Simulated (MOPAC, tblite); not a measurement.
Two rigid molecules brought together: H2 ··· H6B3N3 (SMILES [H][H] and B1NBNBN1). Monomers: optimised at B3LYP-D3(BJ) (def2-TZVP), held rigid. Orientation: lowest of the rigid-body minima from ten starts at GFN2-xTB. R is the distance of the centres of mass, along which the second monomer moves. The table gives interaction energies.

```json
[
 {"R / Å": "2.54", "A": "16.89", "B": "1.11", "C": "10.15"},
 {"R / Å": "2.74", "A": "8.45", "B": "-2.78", "C": "4.53"},
 {"R / Å": "2.93", "A": "4.50", "B": "-4.27", "C": "2.54"},
 {"R / Å": "3.13", "A": "2.36", "B": "-4.64", "C": "1.87"},
 {"R / Å": "3.31", "A": "1.33", "B": "-4.45", "C": "1.57"},
 {"R / Å": "3.55", "A": "0.64", "B": "-3.89", "C": "1.16"},
 {"R / Å": "3.86", "A": "0.27", "B": "-3.05", "C": "0.66"},
 {"R / Å": "4.12", "A": "0.15", "B": "-2.42", "C": "0.37"},
 {"R / Å": "4.64", "A": "0.06", "B": "-1.46", "C": "0.10"},
 {"R / Å": "5.31", "A": "0.02", "B": "-0.75", "C": "0.02"},
 {"R / Å": "6.30", "A": "0.00", "B": "-0.30", "C": "0.00"},
 {"R / Å": "7.60", "A": "0.00", "B": "-0.10", "C": "0.00"}
]
```

Energies in kJ/mol.

Task: Which curve belongs to which method? The methods are MOPAC 23.2.5 with AM1, restricted, heats of formation; GFN2-xTB in tblite; MOPAC with PM3, restricted, heats of formation.

Result: A is PM3; B is GFN2-xTB; C is AM1.
